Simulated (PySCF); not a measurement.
Isomers of C7H12, one GFN2-xTB conformer each. Single-point energies are computed at PBE0/pcSseg-1 (PySCF, gas phase, no added dispersion term), electronic only.

Question: Rank them by PBE0/pcSseg-1 energy, lowest first (kcal/mol).
A. `[CH:1]#[C:2][CH2:3][C@@H:4]([CH3:5])[CH2:6][CH3:7]` with C2–C3–C4–C5 -66°, C3–C4–C6–C7 62°
B. `C[C@H]1[C@@H]2CC[C@H]1C2`
C. `[CH2:1]=[CH:2][CH2:3]/[C:4]([CH3:5])=[CH:6]/[CH3:7]` with C1–C2–C3–C4 116°, C2–C3–C4–C5 -73°
D. `[CH2:1]=[CH:2][CH2:3][CH:4]=[C:5]([CH3:6])[CH3:7]` with C1–C2–C3–C4 -117°, C2–C3–C4–C5 -108°
E. `[CH3:1][C@@H:2]1[C@H:3]2[CH2:4][CH2:5][CH2:6][C@@H:7]12` with C1–C2–C3–C4 155°, C2–C3–C4–C5 48°, C3–C4–C5–C6 27°, C4–C5–C6–C7 -27°
F. `C1C[C@H]2C[C@@H](C1)C2`
G. `[CH2:1]=[C:2]1[CH2:3][CH2:4][CH2:5][CH2:6][CH2:7]1` with C1–C2–C3–C4 122°, C2–C3–C4–C5 56°, C3–C4–C5–C6 -58°, C4–C5–C6–C7 58° (methylenecyclohexane)

Answer: G (0.0), E (5.6), F (8.2), B (14.1), D (22.5), C (22.9), A (37.6).

As drawn, the lowest has a C=C bond outside aromatic rings, which the highest lacks; the highest has a C≡C bond, which the lowest lacks. Neighbours under 2.5 kcal/mol apart (C=CCC=C(C)C and C=CC/C(C)=C/C) can change places with a better method, another conformer or zero-point energy. GFN2-xTB itself gives, in the same order: 4.2, 3.0, 0.0, 6.4, 34.6, 34.4, 40.3. GFN2-xTB puts C1C[C@H]2C[C@@H](C1)C2 lowest instead; measured from each level's own lowest isomer, the values differ by up to 12.1 kcal/mol (C=CCC=C(C)C: 34.6 against 22.5).

Which frontier levels, dipoles and rotational constants go with these structures?

```csv
SMILES,"HOMO (eV, PBE0/pcSseg-1)",LUMO (eV),dipole (D),"A, B, C (MHz)"
C=C1CCCCC1,-7.01,0.54,0.63,"4137, 2529, 1790"
C[C@@H]1[C@H]2CCC[C@@H]12,-7.51,1.61,0.06,"5274, 2128, 1819"
C1C[C@H]2C[C@@H](C1)C2,-7.85,1.35,0.07,"3844, 3245, 2540"
C[C@H]1[C@@H]2CC[C@H]1C2,-8.11,1.55,0.13,"4857, 2423, 2364"
C=CCC=C(C)C,-6.76,0.20,0.69,"6011, 1209, 1104"
C=CC/C(C)=C/C,-6.73,0.15,0.37,"5850, 1345, 1216"
C#CC[C@@H](C)CC,-7.69,1.06,0.68,"3087, 2059, 1558"
```
